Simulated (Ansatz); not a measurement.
Correlation energies of CH7NSeSi (`CN[SiH2][SeH]`) by basis set

```xyz
11

C     0.319    0.682    1.430
N    -0.527    0.639    0.254
Si   -0.667   -0.736   -0.747
Se    1.259   -1.523   -1.717
H     1.363    0.928    1.205
H    -0.061    1.410    2.152
H     0.311   -0.294    1.920
H    -0.670    1.539   -0.175
H    -1.650   -0.389   -1.801
H    -1.082   -1.905    0.068
H     1.404   -0.351   -2.590
```

Charge 0, multiplicity 1. Correlated methods include outer-core shells of Se, which these sets cover unevenly. Scalar relativity is left out up to krypton. The structure was optimised at the PBE0-D4/def2-TZVP level. It is one conformer, not always the lowest. Frozen core, restricted reference, Ansatz 0.2.0.

```csv
basis,HF (Eh),MP2 corr.
def2-SVP,-2784.75474,-0.65166
def2-TZVPP,-2785.26853,-0.79081
def2-QZVPP,-2785.33004,-1.13057
```

Estimate the CCSD correlation energy and the (T) correction in each basis where they were run (hartree).


```json
{"basis": "def2-SVP", "CCSD corr.": "-0.69844", "(T)": "-0.01859"}
{"basis": "def2-TZVPP", "CCSD corr.": "-0.83316", "(T)": "-0.03133"}
```
